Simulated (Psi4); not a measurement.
H3Cl3OSiTi, singlet, geometry from GFN2-xTB (such geometries of metal compounds can be far from the true shape); SVWN/STO-3G in Psi4.

Input for Psi4:
```
memory 2 GB

molecule mol {
0 1
Ti   -0.190886    0.171345    0.167055
Cl    0.102734    2.251626   -0.157005
Cl    0.050074   -0.157095    2.253406
Cl   -2.230463   -0.229565   -0.278133
O     0.860455   -0.772371   -0.753031
Si    1.874933   -1.682997   -1.640855
H     3.062994   -1.903262   -0.803899
H     2.171792   -0.901433   -2.849795
H     1.152149   -2.928412   -1.935859
}

set {
  basis sto-3g
  reference rks
}

energy('svwn')
print_variables()
```

Output, abridged:

```
   => Loading Basis Set <=

    Name: STO-3G
    Role: ORBITAL
    Keyword: BASIS

         ---------------------------------------------------------
                                   SCF
               by Justin Turney, Rob Parrish, Andy Simmonett
                          and Daniel G. A. Smith
                              RKS Reference
         ---------------------------------------------------------

  ==> Geometry <==

    Molecular point group: c1
    Full point group: C1

    Geometry (in Angstrom), charge = 0, multiplicity = 1:

       Center              X                  Y                   Z               Mass
    ------------   -----------------  -----------------  -----------------  -----------------
         TI          -0.145096003228     0.130242630186     0.126981650658    47.947941980000
         CL           0.148523996772     2.210523630186    -0.197078349342    34.968852682000
         CL           0.095863996772    -0.198197369814     2.213332650658    34.968852682000
         CL          -2.184673003228    -0.270667369814    -0.318206349342    34.968852682000
         O            0.906244996772    -0.813473369814    -0.793104349342    15.994914619570
         SI           1.920722996772    -1.724099369814    -1.680928349342    27.976926534650
         H            3.108783996772    -1.944364369814    -0.843972349342     1.007825032230
         H            2.217581996772    -0.942535369814    -2.889868349342     1.007825032230
         H            1.197938996772    -2.969514369814    -1.975932349342     1.007825032230

  Running in c1 symmetry.

  Rotational constants: A =      0.04090  B =      0.02564  C =      0.02564 [cm^-1]
  Rotational constants: A =   1226.09364  B =    768.61651  C =    768.61646 [MHz]
  Nuclear repulsion =  751.209050276979383

  Charge       = 0
  Multiplicity = 1
  Electrons    = 98
  Nalpha       = 49
  Nbeta        = 49

  ==> Algorithm <==

  SCF Algorithm Type is DF.
  DIIS enabled.
  MOM disabled.
  Fractional occupation disabled.
  Guess Type is SAD.
  Energy threshold   = 1.00e-06
  Density threshold  = 1.00e-06
  Integral threshold = 1.00e-12

  ==> Primary Basis <==

  Basis Set: STO-3G
    Blend: STO-3G
    Number of shells: 34
    Number of basis functions: 62
    Number of Cartesian functions: 63
    Spherical Harmonics?: true
    Max angular momentum: 2

  ==> DFT Potential <==

   => LibXC <=

    Version 7.1.2
[...]
   @DF-RKS iter   4: -2562.43667140637763   -3.23346e-02   6.01796e-04 DIIS/ADIIS
   @DF-RKS iter   5: -2562.43754674068259   -8.75334e-04   1.35352e-04 DIIS/ADIIS
   @DF-RKS iter   6: -2562.43759169199075   -4.49513e-05   2.43383e-05 DIIS
   @DF-RKS iter   7: -2562.43759299293743   -1.30095e-06   2.05850e-06 DIIS
   @DF-RKS iter   8: -2562.43759300484544   -1.19080e-08   1.38416e-07 DIIS
  Energy and wave function converged.

  ==> Post-Iterations <==

   Electrons on quadrature grid:
      Ntotal   =   97.9999759344 ; deviation = -2.407e-05

    Orbital Energies [Eh]
    ---------------------

    Doubly Occupied:

[...]
      49A     -0.223425

    Virtual:

[...]
      62A      0.509945

    Final Occupation by Irrep:
              A
    DOCC [    49 ]
    NA   [    49 ]
    NB   [    49 ]

  @DF-RKS Final Energy: -2562.43759300484544

   => Energetics <=

    Nuclear Repulsion Energy =            751.2090502769793829
    One-Electron Energy =               -5039.4303913983094390
    Two-Electron Energy =                1876.3867081972516644
    DFT Exchange-Correlation Energy =    -150.6029600807673035
    Empirical Dispersion Energy =           0.0000000000000000
    VV10 Nonlocal Energy =                  0.0000000000000000
    Total Energy =                      -2562.4375930048454393

Computation Completed

Properties will be evaluated at   0.000000,   0.000000,   0.000000 [a0]

Properties computed using the SCF density matrix

 Multipole Moments:

 ------------------------------------------------------------------------------------
     Multipole            Electronic (a.u.)      Nuclear  (a.u.)        Total (a.u.)
 ------------------------------------------------------------------------------------

 L = 1.  Multiply by 2.5417464519 to convert [e a0] to [Debye]
 Dipole X            :         -7.1870098            8.4800131            1.2930033
 Dipole Y            :          6.4512891           -7.6119174           -1.1606284
 Dipole Z            :          6.2897367           -7.4213197           -1.1315830
 Magnitude           :                                                    2.0734985

 ------------------------------------------------------------------------------------

  Variable Map:
  ----------------------------------------------------------------------------
[...]
  Array Variable Map:
  ----------------------------------------------------------------------------
[...]
[...]
```
